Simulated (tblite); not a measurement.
Compound: C₂H₅O₄Si (doublet state).
Numbering: `[CH2:1][O:2][C:3](=[O:4])[SiH:5]([OH:6])[OH:7]` (hydrogens: H8, H9 on C1; H10 on Si5; H11 on O6; H12 on O7)

Geometry (GFN2-xTB, Å), atoms numbered from 1 in this order:
```
atom  x, y, z in Å
C1     2.3776   -1.1473   -0.1405
O2     1.1580   -0.8199    0.2647
C3     0.3443   -0.0649   -0.5218
O4     0.6922    0.3000   -1.6311
Si5   -1.3588    0.2811    0.2502
O6    -1.8839    1.7566   -0.1829
O7    -1.1213    0.2702    1.8459
H8     2.7347   -0.8138   -1.0987
H9     2.9563   -1.7317    0.5455
H10   -2.3225   -0.7350   -0.1683
H11   -1.8113    2.0553   -1.0851
H12   -1.7641    0.6485    2.4402
```

The geometry is computed with GFN2-xTB (gas phase). This method treats the open shell by occupation alone, without spin polarisation.

Take the most abundant isotopes and a rigid rotor. The values belong to one conformer with, in the numbering `[CH2:1][O:2][C:3](=[O:4])[SiH:5]([OH:6])[OH:7]`, H–C1–O2–C3 0° and 179°, C1–O2–C3–O4 2°, O2–C3–Si5–O6 146°, C3–Si5–O6–H 45°, C3–Si5–O7–H 163°.

Task: What are A, B and C (cm⁻¹)?

Result: Ia = 124.17, Ib = 338.04, Ic = 438.24 u·Å²; 505379 MHz·u·Å²/I gives 4070, 1495 and 1153 MHz, that is A = 0.13576, B = 0.04987, C = 0.03847 cm⁻¹.

Task: Classify the top.

Result: An asymmetric top. Ray's parameter κ = (2B − A − C)/(A − C) = -0.766; −1 is the prolate and +1 the oblate limit.

Task: What does the inertial defect say?

Result: Not planar: Δ = Ic − Ia − Ib = -23.98 u·Å². For a rigid frame Δ = −2 Σ m c², so Σ m c² = 11.99 u·Å² lies off the ab plane: 3.79 from hydrogen and 8.20 from heavier atoms. The atom farthest from that plane is 1.81 Å away.

Task: Where do the levels up to J = 2 lie, in cm⁻¹?

Result: Above 0(0,0):
J = 1: 1(0,1) 0.0883, 1(1,1) 0.1742, 1(1,0) 0.1856
J = 2: 2(0,2) 0.2639, 2(1,2) 0.3395, 2(1,1) 0.3737, 2(2,1) 0.6314, 2(2,0) 0.6324

Task: Estimate the classical rotational partition function at 10 K, 100 K and 298.15 K.

Result: Point group C1, symmetry number σ = 1; q = (√π/σ)·√((kT/h)³/(ABC)), k/h = 20836.6 MHz/K: 2010 at 10 K, 63600 at 100 K, 328000 at 298.15 K.

For this open shell read J as N, the rotation without spin; fine and hyperfine splittings come on top. Its GFN2-xTB frequencies are all real (lowest 24 cm⁻¹). Zero-point vibration and centrifugal distortion are left out.
